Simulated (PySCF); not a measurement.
Computed with PBE-D3(BJ)/def2-TZVP (PySCF). All species are isolated molecules in the gas phase. One relaxed conformer stands for a flexible species; it need not be the lowest. Excitations are Tamm–Dancoff values on a coarser integration grid. The basis has no diffuse functions, so Rydberg states are missing or too high.

Reference species (SMILES): `C=CC[SiH3]` (C–C–C–Si torsion 106°) (neutral, multiplicity 1).

```yaml
HOMO: -6.09 eV
brightest of the four lowest singlets (TDA): 6.64 eV
LUMO: -0.94 eV
HOMO–LUMO gap: 5.15 eV
```

Changed species: `C([SiH3])(C)=C`.

Question: Give the shifts of the HOMO, brightest of the four lowest singlets (TDA), LUMO and HOMO–LUMO gap.

Answer: the HOMO falls by 0.39 eV, to -6.48 eV; the brightest of the four lowest singlets (TDA) increases by 0.29 eV, to 6.93 eV; the LUMO drops by 0.35 eV, to -1.29 eV; the HOMO–LUMO gap increases by 0.04 eV, to 5.19 eV.
